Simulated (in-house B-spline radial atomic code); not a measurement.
Configurations of Ce⁴⁺, with energies counted from [Kr] 4d10 5s2 5p6. Level of theory: scalar-relativistic (X2C) BHandHLYP, spin-polarised, spherical fractional occupations, exact exchange averaged over the configuration, Fermi nucleus of rms radius 4.8771 fm; calculated with a radial B-spline atomic code at the basis-set limit. Shells without spins written out take the highest spin.

Occupations are held fixed; configurations that lie above the ionisation limit could autoionise.

```tsv
configuration	E - E(ref) (eV)	highest orbital	its <r> (bohr)
[Kr] 4d10 4f1 5s1 5p6	34.918	4f up	0.9943
[Kr] 4d10 5s2 5p5 6d1	44.999	6d up	4.343
[Kr] 4d10 5s1 5p6 6d1	66.237	6d up	4.322
[Ar] 3d10 4s2 4p5 4d10 5s2 5p6 5d1	231.71	5d up	2.04
[Ar] 3d10 4s2 4p5 4d10 5s2 5p6 6f1	260.76	6f up	6.119
[Ar] 3d9 4s2 4p6 4d10 5s2 5p6 6p1	918.54	6p up	3.388
```

Problem. Order these further configurations by energy, lowest first.
A. [Ar] 3d10 4s2 4p5 4d10 5s2 5p6 5f1
B. [Kr] 4d10 5s2 5p5 6p1
C. [Kr] 4d10 5s2 5p5 5f1
D. [Ar] 3d9 4s2 4p6 4d10 5s2 5p6 5f1
E. [Kr] 4d10 4f1 5s2 5p5

Solution. E (14.807 eV), B (37.103 eV), C (44.835 eV), A (252.8 eV), D (926.22 eV).

Problem. How far above the reference does [Ar] 3d10 4s2 4p5 4d10 5s2 5p6 6s1 lie?

Solution. 239.3 eV; its least bound orbital is 6s up with <r> = 3.007 bohr.
